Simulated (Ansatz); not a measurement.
Ideal-gas functions of FH4NO2Zr, SMILES `[NH2][Zr]([OH])([OH])[F]` at 500 K and 1 bar, from an Ansatz frequency run at PBE0-D4/def2-TZVP.

Molar mass 160.26 g/mol, point group Cs (symmetry number 1), electronic degeneracy 1, moments of inertia 180.574, 182.882, 192.663 u Å². Harmonic wavenumbers (cm⁻¹, unscaled): 92, 152, 157, 160, 169, 176, 210, 246, 272, 312, 429, 500, 633, 647, 714, 718, 1540, 3566, 3659, 4008, 4011.

Use S(trans) = R[1.5 ln M + 2.5 ln T − 1.1517]; rotational temperatures θ = 24.2544 K / I; S(rot) = R[ln(√π/σ · √(T³/θAθBθC)) + 1.5]; for each mode x = 1.438777 ν̃/T, S = R[x/(eˣ − 1) − ln(1 − e⁻ˣ)] and H = RT x/(eˣ − 1); 1 cm⁻¹ = 0.0119627 kJ/mol; R = 8.31446 J/(mol·K).

By hand: the entropy, in J/(mol·K).

Translation 182.9. Rotation: θ = 0.1343, 0.1326, 0.1259 K, giving 120.1. Vibration, mode by mode: 19.39, 15.26, 14.99, 14.84, 14.39, 14.06, 12.63, 11.36, 10.56, 9.48, 7.07, 5.97, 4.39, 4.25, 3.65, 3.62, 0.54, 0.00, 0.00, 0.00, 0.00, in all 166.5. Electronic 0.0. Sum 469.5 J/(mol·K).

By hand: H − E and G − E in kJ/mol, counted from the electronic energy.

Zero-point energy ½ × 22371 × 0.0119627 = 133.8; thermal vibration 40.7; translation, rotation and pV give 4 RT = 16.6. H − E = 191.1 kJ/mol, and G − E = 191.1 − 500 × 469.5/1000 = -43.6 kJ/mol.

Vibration gives 35 % of the entropy, 19.4 J/(mol·K) of it from the mode under 150 cm⁻¹: soft modes count most, and the harmonic formula is weakest for them. The sum counts one conformer and one mirror image; others add a mixing term.
